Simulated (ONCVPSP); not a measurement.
**Logarithmic derivatives: Fe, ONCV**

iron, optimised norm-conserving Vanderbilt (ONCV), made with ONCVPSP 4.0.1 (LDA (Perdew-Zunger), scalar-relativistic). Core [Ne] 3s2, reference 3p6 3d6 4s1 4p1. Waves: 4s: rc 2.20 bohr, ncon 5, nbas 8, qcut 3.6 1/bohr, 1 projector; 3p+4p: rc 1.20 bohr, ncon 4, nbas 7, qcut 11.6 1/bohr, 2 projectors; 3d: rc 1.70 bohr, ncon 4, nbas 9, qcut 7.4 1/bohr, 1 projector; f scattering state at 0.3 Ha: rc 2.10 bohr, ncon 5, nbas 8, qcut 5.7 1/bohr, 2 projectors, debl 0.8 Ha. Local part: polynomial inside 1.00 bohr (lpopt 5, dvloc0 0 Ha). Core correction: Teter function, fcfact 2.5, rcfact 1.45.

The phase is arctan(r·R′/R) of the radial function R(r), unwrapped; energies in Ha, scanned from -4 to 5 Ha. A pole is an energy at which the radial function vanishes at the test radius. The pseudo phase is shifted by a multiple of π to meet the all-electron one at the reference energy, and phase errors are pseudo minus all-electron; the curves can meet again beyond the range given. Levels narrower than the energy grid can be missing from the lists of poles.

**Question.** For each channel, where are the poles, and over which energies does the pseudopotential scatter like the atom?

**Answer.**

```json
{"channel": "s", "radius (bohr)": "2.24", "reference energy (Ha)": "-0.24", "poles, all-electron": "-3.49, 1.39", "poles, pseudo": "1.17, 4.19", "unbroken range about the reference energy with phases within 0.05 rad": "-3.4 to 1.4", "phase error 1 Ha above the reference energy (rad)": "-0.019"}
{"channel": "p", "radius (bohr)": "1.22", "reference energy (Ha)": "-0.08", "poles, all-electron": "-0.94", "poles, pseudo": "-0.94", "unbroken range about the reference energy with phases within 0.05 rad": "the whole range", "phase error 1 Ha above the reference energy (rad)": "+0.000"}
{"channel": "d", "radius (bohr)": "1.72", "reference energy (Ha)": "-0.35", "poles, all-electron": "0.03", "poles, pseudo": "0.05", "unbroken range about the reference energy with phases within 0.05 rad": "below 0.6", "phase error 1 Ha above the reference energy (rad)": "+0.055"}
{"channel": "f", "radius (bohr)": "2.13", "reference energy (Ha)": "0.30", "poles, all-electron": "3.28", "poles, pseudo": "3.26", "unbroken range about the reference energy with phases within 0.05 rad": "below 4.2", "phase error 1 Ha above the reference energy (rad)": "+0.000"}
```

Note: ghosts flagged at negative energy: s at -147.8 eV; no localised positive-energy state flagged. A true bound ghost makes a file unfit for plane-wave use.

Phases in the d channel:

```tsv
E (Ha)	all-electron	pseudo
-3.98	1.310	1.311
-3.74	1.300	1.301
-3.50	1.288	1.289
-3.26	1.274	1.275
-3.02	1.258	1.260
-2.78	1.239	1.242
-2.54	1.216	1.220
-2.30	1.188	1.193
-2.06	1.153	1.159
-1.82	1.106	1.114
-1.58	1.040	1.051
-1.34	0.937	0.953
-1.10	0.757	0.780
-0.86	0.375	0.407
-0.62	-0.410	-0.391
-0.38	-1.109	-1.109
-0.14	-1.438	-1.434
0.10	-1.614	-1.600
0.34	-1.737	-1.710
0.58	-1.844	-1.798
0.82	-1.957	-1.879
1.06	-2.094	-1.966
1.30	-2.285	-2.067
1.54	-2.572	-2.196
1.78	-2.989	-2.368
2.02	-3.463	-2.607
2.26	-3.837	-2.926
2.50	-4.082	-3.292
2.74	-4.239	-3.627
2.98	-4.345	-3.881
3.22	-4.421	-4.061
3.46	-4.479	-4.189
3.70	-4.524	-4.282
3.94	-4.561	-4.352
4.18	-4.592	-4.407
4.42	-4.619	-4.450
4.66	-4.642	-4.486
4.90	-4.663	-4.516
```
